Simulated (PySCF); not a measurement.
Geometry (Å), atoms numbered from 1 in this order:
```xyz
17

C     2.756   -0.700   -0.391
O     2.242    0.327    0.418
C     0.886    0.401    0.484
C    -0.076   -0.378   -0.116
N    -1.307    0.092    0.245
C    -2.556   -0.496   -0.145
C    -1.153    1.151    1.075
C     0.192    1.374    1.243
Cl    0.909    2.609    2.189
H     3.839   -0.610   -0.339
H     2.452   -1.686   -0.023
H     2.428   -0.590   -1.430
H     0.019   -1.219   -0.772
H    -3.353    0.237   -0.036
H    -2.508   -0.815   -1.186
H    -2.791   -1.366    0.476
H    -1.986    1.681    1.489
```

Level of theory: NMR shieldings at PBE0/pcSseg-1/GIAO, GFN2-xTB geometry, in PySCF 2.14 (fast rotation and ring inversion assumed for equivalent nuclei, no relativistic terms, gas phase, one conformer).

Chemical shifts δ = σref − σ; ¹³C (σ = 186.93 ppm), ¹H (σ = 31.72 ppm) vs TMS; ¹⁷O (σ = 336.08 ppm) vs H2O; ¹⁵N (σ = 267.73 ppm) against NH3; HCl for ³⁵Cl (σ = 949.78 ppm), all at this level.

| atoms | nucleus | count | δ (ppm) |
| --- | --- | --- | --- |
| C8 | ¹³C | 1 | ? |
| N5 | ¹⁵N | 1 | 153.2 |
| O2 | ¹⁷O | 1 | ? |
| C4 | ¹³C | 1 | ? |
| C3 | ¹³C | 1 | 153.3 |
| H13 | ¹H | 1 | ? |
| C1 | ¹³C | 1 | 57.8 |
| C7 | ¹³C | 1 | 121.9 |
| H17 | ¹H | 1 | 6.30 |
| C6 | ¹³C | 1 | 37.7 |
| Cl9 | ³⁵Cl | 1 | 101 |
| H14/H15/H16 | ¹H | 3 | 3.59 |
| H10/H11/H12 | ¹H | 3 | 3.80 |

Task: Fill in the missing shifts.

Result: 
- C8: 111.6 ppm, aromatic carbon bearing chlorine
- C4: 102.6 ppm, aromatic CH next to a ring nitrogen; π donation from the O or N substituent raises the electron density at positions ortho and para to it
- H13: 5.81 ppm, hydrogen on an aromatic CH next to a ring nitrogen; π donation from the O or N substituent shields it against benzene
- O2: 73.9 ppm, ether oxygen

Carbons that carry Cl, above all several Cl atoms, come out too deshielded, partly because spin–orbit coupling is missing. Shifts are as computed. Against solution values, carbons near 30 ppm lie about +3 ppm off and those near 130 ppm about +5 ppm; carbons on Cl a further +6 ppm. Of 1211 compounds with measured shifts, 218 miss one by over three times the rms of a fit or turn the order of signals round; such compounds aren't used in these exercises. Experimental scales use liquid or dissolved standards, which lie at an offset from isolated NH3 (liquid NH3: subtract about 20 ppm) and H2O (liquid H2O: subtract about 36 ppm). Unscaled 15N shifts of sp2 nitrogen come out 20 to 40 ppm too high even then.
